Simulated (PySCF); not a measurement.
**Mg: excitation energy**

Mg [Ne] 3s2 (1S) → Mg [Ne] 3p2 (3P), as a difference of total energies. Computed with PySCF 2.14 in dyall-av3z, with no relativity, point nucleus. Correlated levels: valence: [Ne] frozen; virtual orbitals above 40 to 60 times the deepest correlated orbital energy dropped. The calculations carry no spin-orbit coupling.

```json
{"method": "UHF", "excitation energy (cm⁻¹)": "50566", "error (cm⁻¹)": "-7288"}
{"method": "LDA", "excitation energy (cm⁻¹)": "52527", "error (cm⁻¹)": "-5326"}
{"method": "PBE", "excitation energy (cm⁻¹)": "50692", "error (cm⁻¹)": "-7162"}
{"method": "PBE0", "excitation energy (cm⁻¹)": "51656", "error (cm⁻¹)": "-6197"}
{"method": "r2SCAN", "excitation energy (cm⁻¹)": "49597", "error (cm⁻¹)": "-8257"}
{"method": "wB97X-V", "excitation energy (cm⁻¹)": "55685", "error (cm⁻¹)": "-2169"}
{"method": "PW91", "excitation energy (cm⁻¹)": "50816", "error (cm⁻¹)": "-7037"}
{"method": "wB97M-V", "excitation energy (cm⁻¹)": "56718", "error (cm⁻¹)": "-1135"}
{"method": "MP2 (valence)", "excitation energy (cm⁻¹)": "54743", "error (cm⁻¹)": "-3111"}
{"method": "SCS-MP2 (valence)", "excitation energy (cm⁻¹)": "56540", "error (cm⁻¹)": "-1313"}
```

Reference: 57854 cm⁻¹ (measured; NIST levels, between the centres of gravity of the two terms).

Errors of the correlated levels include the incompleteness of this basis and the frozen core.
